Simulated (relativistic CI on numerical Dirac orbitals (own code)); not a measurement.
Lu18+: computed level list

Calculated at this level of theory: Dirac-Coulomb-Breit CI, KLI orbitals optimised for each configuration, QED by a radiative potential, unscaled Slater integrals (own radial code, finite nucleus).

Configurations in the expansion (outside the closed core [Ar] 3d10 4d10): 4s²4p⁶4f⁷, 4s²4p⁶4f⁶5s, 4s²4p⁶4f⁵5s², 4s²4p⁶4f⁵5s5p, 4s²4p⁶4f⁶5p, 4s²4p⁶4f⁶6s, 4s²4p⁵4f⁸, 4s²4p⁶4f⁶7s, 4s4p⁶4f⁸, 4p⁶4f⁹. Levels of other configurations are missing.

```csv
No.,Configuration,Term,J,E (cm⁻¹),%,Next component (%),Lifetime (s)
41,4s²4p⁶4f⁷,⁶F°,3/2,114141.8,50,31 ⁴D°,5.80e-03
42,4s²4p⁶4f⁷,⁶H°,5/2,114674.3,26,24 ⁴G°,6.59e-03
43,4s²4p⁶4f⁷,⁴K°,11/2,115637.5,59,13 ²I°,5.34e-03
44,4s²4p⁶4f⁷,⁴L°,19/2,116142.5,76,21 ⁴N°,5.56e-02
45,4s²4p⁶4f⁷,⁶H°,15/2,116207.5,62,28 ⁴I°,1.66e-02
46,4s²4p⁶4f⁷,⁴D°,1/2,116999.2,53,45 ⁶F°,7.48e-03
47,4s²4p⁶4f⁷,⁶H°,9/2,117070.9,36,20 ⁴H°,1.76e-02
48,4s²4p⁶4f⁷,⁶G°,7/2,117485.5,28,21 ⁴G°,1.47e-02
49,4s²4p⁶4f⁷,⁶H°,11/2,117553.7,35,35 ⁴H°,1.87e-02
50,4s²4p⁶4f⁷,⁴H°,9/2,120110.6,55,16 ⁴G°,5.69e-03
51,4s²4p⁶4f⁷,⁴H°,13/2,121521.1,27,26 ⁶H°,7.68e-03
52,4s²4p⁶4f⁷,⁴L°,17/2,122248.9,53,21 ⁴K°,5.93e-03
53,4s²4p⁶4f⁷,⁴G°,7/2,122719.8,27,22 ⁴H°,4.47e-03
54,4s²4p⁶4f⁷,⁴K°,15/2,123181.4,34,23 ⁴L°,5.02e-03
55,4s²4p⁶4f⁷,⁴H°,11/2,124044.0,37,20 ⁴I°,1.55e-02
56,4s²4p⁶4f⁷,⁴H°,7/2,124247.9,36,19 ⁶H°,5.53e-03
57,4s²4p⁶4f⁷,⁴K°,13/2,124888.6,50,16 ⁴L°,3.85e-03
58,4s²4p⁶4f⁷,⁴G°,9/2,125719.5,29,21 ⁴I°,6.56e-03
59,4s²4p⁶4f⁷,⁴G°,5/2,125962.8,53,16 ²F°,9.25e-03
60,4s²4p⁶4f⁷,⁴S°,3/2,126025.7,71,11 ⁴P°,1.95e-03
61,4s²4p⁶4f⁷,²Q°,23/2,126185.8,79,13 ²O°,2.50e-02
62,4s²4p⁶4f⁷,⁴H°,13/2,127229.2,44,21 ⁶H°,2.72e-02
63,4s²4p⁶4f⁷,⁴G°,11/2,127335.8,50,18 ⁴H°,5.94e-03
64,4s²4p⁶4f⁷,⁶H°,9/2,127490.4,32,18 ⁴F°,4.25e-03
65,4s²4p⁶4f⁷,⁶H°,5/2,128519.4,43,29 ⁴G°,4.34e-03
66,4s²4p⁶4f⁷,⁴I°,13/2,128693.9,56,12 ²I°,1.44e-02
67,4s²4p⁶4f⁷,⁴I°,11/2,128748.0,55,15 ⁶H°,1.64e-02
68,4s²4p⁶4f⁷,⁴G°,9/2,129024.6,32,26 ⁴I°,6.04e-03
69,4s²4p⁶4f⁷,²Q°,25/2,130225.8,100,,2.06e-01
70,4s²4p⁶4f⁷,⁴G°,7/2,130242.9,68,9 ⁴F°,7.09e-03
```

Energies count from the lowest computed level; ° marks odd parity; lifetimes are radiative, by E1, M1, E2, M2 decay to levels of this space only.

The mean weight of the leading LS term, summed over parents, in these 30 levels is 48 %, and that of the leading jj configuration (from the same eigenvectors) 51 %.

At this charge energies of transitions that change n are usually good to better than 1 %, and those within a shell (Δn = 0) to a few per cent. Terms inside the open d or f shell come out 10 to 20 % too wide with unscaled integrals.

LS names give the leading component of a level, which can be under half, so a name can repeat, a term be missing and a line seem to break the LS rules.
